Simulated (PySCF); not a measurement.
SMILES C([CH2][GeH3])C(=O)OC (GFN2-xTB optimised geometry):

```
17

C      2.723    -1.512     0.034
O      2.090    -0.238     0.000
C      0.759    -0.238     0.000
O      0.097    -1.246     0.012
C      0.180     1.148     0.000
C     -1.158     1.164    -0.723
Ge    -2.392    -0.278    -0.133
H      2.372    -2.131    -0.794
H      3.789    -1.324    -0.053
H      2.498    -2.021     0.973
H      0.903     1.842    -0.433
H      0.035     1.422     1.049
H     -1.638     2.131    -0.562
H     -0.993     1.069    -1.798
H     -2.262    -0.570     1.324
H     -3.789     0.272    -0.315
H     -2.349    -1.529    -0.935
```

Calculation: CAM-B3LYP/def2-SVP (PySCF 2.14.0).

Q: What are the frontier orbital energies and the dipole moment?

A: HOMO-2 -10.18 eV, HOMO-1 -9.67 eV, HOMO -9.18 eV, LUMO 1.48 eV, LUMO+1 2.49 eV; dipole moment 2.98 D.

Meta-Löwdin charges at CAM-B3LYP/def2-SVP: C1 -0.08, O2 -0.33, C3 0.52, O4 -0.45, C5 -0.20, C6 -0.36, Ge7 0.40, H8 0.11, H9 0.12, H10 0.11, H11 0.11, H12 0.12, H13 0.10, H14 0.10, H15 -0.08, H16 -0.11, H17 -0.07.
